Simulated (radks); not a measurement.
Values are calculated unless marked as measured or tabulated.
Problem. Code: a radial shooting solver on a logarithmic mesh with Libxc functionals. Model: scalar-relativistic Kohn-Sham, LB94 model potential, spin-unpolarised, spherical densities, finite nucleus; Fermi nuclear charge, rms radius of each element as measured or else 0.836 A^(1/3) + 0.57 fm. Response by self-consistent Sternheimer equations with the Hartree and adiabatic LDA kernel, the relativistic mass of each level held fixed and spin-orbit coupling left out. For heavy and open-shell atoms this level of theory can miss by tens of per cent. Rank Mn5+, Cr4+, Ni8+, Ti2+, V3+, Ca, Fe6+, Sc+, Co7+ (NIST ground configurations) by static dipole polarisability, largest first.

Solution. Ca 121.0, Sc+ 41.15, Ti2+ 4.448, V3+ 2.221, Cr4+ 1.370, Mn5+ 0.9380, Fe6+ 0.6825, Co7+ 0.5170, Ni8+ 0.4032 bohr^3.
